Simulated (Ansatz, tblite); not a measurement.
Cost and result up the ladder for Tl2Br (3 atoms). The state is a doublet with charge 0. Geometry: PBE-D4/def2-TZVP.

Cartesian coordinates in Å:
```
Tl 0.371 -1.647 -0.892
Tl -1.618 0.722 0.711
Br 1.247 0.925 0.181
```

Ansatz on 4 threads of Intel Xeon on a shared host; xTB runs through tblite on one thread. Times are rough, summed over both states, and most runs start from the orbitals of an earlier one. B2PLYP/def2-TZVP serves as the yardstick here, not as an exact answer. Differences are given only for rows in sets of like size (and for xTB, whose basis is part of the method), since another set adds its own error. The other state is a quartet at its own geometry, which has other bonds, so the gap mixes isomer and spin.

In the def2 sets Tl takes a core potential; there is no spin–orbit coupling. The xTB rows come from tblite. LC-ωPBE has ω = 0.4 bohr⁻¹. HSE06 is defined as in plane-wave codes, on full-range PBE exchange. Correlated methods freeze 17 core orbitals; core or outer-core shells of Tl, Br are correlated, in sets that lack core-valence functions. The rows differ in basis, and correlated rows in double-zeta sets carry the largest basis error. The structure comes from a short search, and lower isomers may exist.

Correlated methods converge slowly with the basis, most of all in double-zeta sets (MP2 moves by 0.44 eV from def2-SVP to def2-TZVP here).

xTB has no spin-polarisation term.

| level | functions | quartet − doublet (eV) | difference from B2PLYP/def2-TZVP (eV) |
| --- | --- | --- | --- |
| PBE-D4/def2-TZVP (with forces) | 148 | 3.63 | -0.11 |
| GFN2-xTB | 17 | 6.71 | 2.96 |
| revPBE-D4/def2-TZVP | 148 | 3.63 | -0.12 |
| CCSD(T)/def2-SVP | 84 | 3.43 | – |
| MP2/def2-TZVP | 148 | 3.94 | 0.19 |
| LC-ωPBE/def2-TZVP | 148 | 3.61 | -0.14 |
| HSE06-D4/def2-TZVP | 148 | 3.61 | -0.14 |
| PBE0-D4/def2-TZVP | 148 | 3.62 | -0.13 |
| r2SCAN-D4/def2-TZVP | 148 | 3.58 | -0.17 |
| B2PLYP/def2-TZVP | 148 | 3.75 | 0.00 |
| r2SCANh-D4/def2-TZVP | 148 | 3.58 | -0.17 |
| RPA@PBE/def2-TZVP | 148 | 3.60 | -0.15 |
| GFN1-xTB | 17 | 4.54 | 0.79 |

Q: Estimate how long each takes.

A: GFN1-xTB 0.009 s; GFN2-xTB 0.01 s; revPBE-D4/def2-TZVP 9 s; PBE-D4/def2-TZVP (with forces) 11 s; PBE0-D4/def2-TZVP 18 s; RPA@PBE/def2-TZVP 21 s; HSE06-D4/def2-TZVP 21 s; MP2/def2-TZVP 21 s; r2SCAN-D4/def2-TZVP 21 s; LC-ωPBE/def2-TZVP 22 s; B2PLYP/def2-TZVP 25 s; r2SCANh-D4/def2-TZVP 29 s; CCSD(T)/def2-SVP 30 s. On shared hardware such times vary by a factor of up to 3.
